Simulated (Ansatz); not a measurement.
Pulling on the H–H spacing in H6 ring (multiplicity 1 held). Energies count from the point at 0.900 Å.
Geometry at that point (charge 0, multiplicity 1):
```xyz
6

H      0.9000     0.0000     0.0000
H      0.4500     0.7794     0.0000
H     -0.4500     0.7794     0.0000
H     -0.9000     0.0000     0.0000
H     -0.4500    -0.7794     0.0000
H      0.4500    -0.7794     0.0000
```

R- and RO- levels are restricted; in cc, def2 and unpolarised 6-31G sets they are followed outwards from rest. U- levels take the lowest unrestricted solution at each point, which mixes spins at long bonds. Active spaces are followed from rest. Full CI gives the lowest state of the spin. Left out are points that failed, MP2 points that dive below the minimum, coupled-cluster points behind a jump of the amplitudes or a sharp parting from full CI or MRCI, small-basis points behind a change of solution, and semi-empirical points at long bonds. Curves can end on different states.

Programs: Ansatz (an electronic-structure program). 

Energies in eV.

| R (Å) | U-CCSD/cc-pVDZ | U-CCSD(T)/cc-pVDZ | R-CCSDT(Q)/cc-pVDZ | FIC-MRCISD on CASSCF(6,6)/cc-pVDZ | FCI/cc-pVDZ |
|---|---|---|---|---|---|
| 0.700 | 6.65 | 6.66 | 6.67 | 6.66 | 6.67 |
| 0.800 | 2.00 | 2.00 | 2.00 | 2.00 | 2.00 |
| 0.900 | 0.00 | 0.00 | 0.00 | 0.00 | 0.00 |
| 1.100 | -0.09 | -0.10 | -0.10 | -0.09 | -0.10 |
| 1.300 | 1.94 | 1.87 | 1.84 | 1.85 | 1.84 |
| 1.500 | 4.53 | 4.45 | 4.17 | 4.19 | 4.18 |
| 1.800 | 7.43 | 7.45 | 7.04 | 7.09 | 7.11 |
| 2.100 | 8.92 | 8.98 | 9.56 | 8.78 | 8.81 |
| 2.500 | 9.74 | 9.80 | 27.90 | 9.71 | 9.76 |
| 3.000 | 10.02 | 10.09 | left out | 10.04 | 10.09 |
| 3.600 | 10.09 | 10.16 | left out | 10.12 | 10.17 |

Doubts at one or more of the structures used: a spin-contaminated determinant (U-CCSD/cc-pVDZ, U-CCSD(T)/cc-pVDZ); T1 above 0.05 (U-CCSD/cc-pVDZ, U-CCSD(T)/cc-pVDZ, R-CCSDT(Q)/cc-pVDZ); the program's own flag: large difference (U-CCSD/cc-pVDZ, U-CCSD(T)/cc-pVDZ); a restricted determinant that unrestricted orbitals would lower (R-CCSDT(Q)/cc-pVDZ); other coupled-cluster roots lie near (R-CCSDT(Q)/cc-pVDZ).
